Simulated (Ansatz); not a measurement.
CH5BO2Si, SMILES `O=C[SiH2]BO`. The species carries charge 0 and has multiplicity 1. Geometry: relaxed with PBE0-D4/def2-TZVP. It is one conformer, not always the lowest.

```xyz
10

O    -0.084    1.848    0.714
C     0.752    1.396   -0.041
Si    0.653   -0.446   -0.623
B    -1.008   -1.196    0.294
O    -1.714   -0.378    1.086
H     1.567    2.074   -0.381
H     1.947   -1.078   -0.235
H     0.610   -0.413   -2.113
H    -1.393   -2.326    0.168
H    -1.331    0.519    1.131
```

What is the dipole moment at r2SCAN/def2-TZVPP? (Estimate.)

Ansatz gave: 2.21 D, with components (1.83, 0.25, -1.22) D in this frame, pointing from negative to positive charge.

And with PBE, B3LYP, ωB97M-V? (An estimate is asked.)

The calculation gave: PBE 2.09 D, B3LYP 2.34 D, ωB97M-V 2.33 D.

Give the Mulliken charges with r2SCAN, B3LYP, ωB97M-V in def2-TZVPP. (An estimate is asked.)

The calculation gave: 
```tsv
atom	r2SCAN	B3LYP	ωB97M-V
O1	-0.31	-0.29	-0.29
C2	0.14	0.07	0.06
Si3	0.17	0.13	0.07
B4	0.12	0.10	0.04
O5	-0.27	-0.24	-0.23
H6	0.04	0.08	0.10
H7	-0.06	-0.06	-0.01
H8	-0.06	-0.06	-0.01
H9	-0.02	0.02	0.06
H10	0.24	0.23	0.22
```

B3LYP here is the variant with VWN-RPA as its local correlation; programs differ in this.
